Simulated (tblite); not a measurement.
CH₅N₂ (SMILES NC=[NH2+]), charge +1, singlet, at a GFN2-xTB geometry; tblite 0.6.0 with GFN1-xTB.

The tblite input:
```
$ tblite run mol.xyz --method gfn1 --charge 1 --spin 0 --json tblite.json --no-restart

# file mol.xyz
8

N      1.14797274     0.20018934     0.03700286
C      0.00000738    -0.40400940     0.15397542
N     -1.14797868     0.12474531    -0.16084144
H      1.21954645     1.14751701    -0.31697552
H      2.01157036    -0.25676282     0.29638706
H      0.00002593    -1.41964718     0.54105366
H     -1.21958691     1.06736807    -0.52715794
H     -2.01155856    -0.38896122    -0.05028975
```

Task: Predict the main parts of the log of this tblite run.

Result: 
```
xTB calculator
 | screened Coulomb repulsion
 | Coulomb electrostatics
 |  * isotropic Klopman-Ohno-Mataga-Nishimoto electrostatics
 |  * onsite third-order electrostatics
 | DFT-D3(BJ) dispersion correction

halogen bonding energy    0.0000000000000E+00 Eh
repulsion energy          1.5309810224595E-01 Eh
dispersion energy        -1.6079914123264E-03 Eh
number of electrons       1.8000000000000E+01 e
integral cutoff           1.9731147476801E+01 bohr

------------------------------------------------------------
  cycle        total energy    energy error   density error
------------------------------------------------------------
      1     -10.71234940832  -1.0863840E+01   5.6296054E-01
      2     -10.76375777789  -5.1408370E-02   2.9680674E-01
      3     -10.76603387470  -2.2760968E-03   9.6543946E-02
      4     -10.76646682357  -4.3294887E-04   1.8835729E-02
      5     -10.76657909367  -1.1227010E-04   1.3545001E-03
      6     -10.76658095329  -1.8596254E-06   9.3746767E-04
      7     -10.76658198442  -1.0311258E-06   6.8676120E-05
      8     -10.76658198948  -5.0629207E-09   1.9064672E-05
------------------------------------------------------------

electronic energy        -1.0918072100317E+01 Eh
total energy             -1.0766581989483E+01 Eh

Post processing:
 | Mayer-Wiberg bond orders

[Info] JSON dump of results written to 'tblite.json'
```
